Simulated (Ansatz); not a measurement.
`F[SiH]([SiH3])[SiH3]` → `F[SiH2][SiH3]` + `[SiH2]`  (silylene loss)

Computed with Ansatz on PBE0-D4/def2-TZVP structures; ΔE is electronic, products minus reactants. CCSD(T)/CBS adds triple-zeta CCSD(T) − MP2 to the extrapolated MP2 energy (def2 sets, frozen cores). This one scheme is used for every species. Functionals use def2-TZVPP.

`F[SiH]([SiH3])[SiH3]`:

Z-matrix (Å, degrees):
```
Si
Si 1 2.344
Si 1 2.344 2 111.5
F 1 1.613 2 109.4 3 121.1
H 1 1.490 2 109.6 3 -121.6
H 2 1.489 1 107.9 3 60.8
H 2 1.487 1 110.3 3 -57.9
H 2 1.487 1 111.5 3 -179.4
H 3 1.489 1 107.9 2 -60.5
H 3 1.487 1 110.3 2 58.2
H 3 1.487 1 111.5 2 179.7
```

`F[SiH2][SiH3]`:

```xyz
8

F    -2.075    0.758    0.514
Si   -0.813    0.672   -0.478
Si    0.848   -0.683    0.466
H    -1.292    0.117   -1.771
H    -0.319    2.056   -0.700
H     1.318   -0.117    1.758
H     1.995   -0.741   -0.481
H     0.338   -2.061    0.692
```

`[SiH2]`:

Cartesian coordinates in Å:
```
Si -0.104 0.060 -0.701
H -0.732 0.705 0.530
H 0.836 -0.765 0.171
```

CCSD(T)/CBS gives +2.43 eV.

**Question.** Another level gave +2.65 eV. Which?
A. ωB97X-V/def2-TZVPP
B. CAM-B3LYP-D4/def2-TZVPP
C. BLYP/def2-TZVPP
D. LC-ωPBE/def2-TZVPP

**Answer.** D. LC-ωPBE 2.65, BLYP 2.17, CAM-B3LYP-D4 2.45, ωB97X-V 2.55 eV.

Largest T1 diagnostic among the species: 0.014.

In def2-TZVPP, CCSD(T) changes the Hartree–Fock value by +0.22 eV (the triples alone add +0.06 eV) and MP2 by +0.36 eV. Leaving LDA and LC-ωPBE aside and taking each functional with its dispersion term where it has one, the values, not all of them listed here, spread over 0.35 eV, from BLYP-D4 to r2SCAN-D4. LDA lies +0.33 eV from PBE without D4. At CCSD(T), def2-SVP lies −0.18 eV from the extrapolated value and def2-TZVPP −0.08 eV.
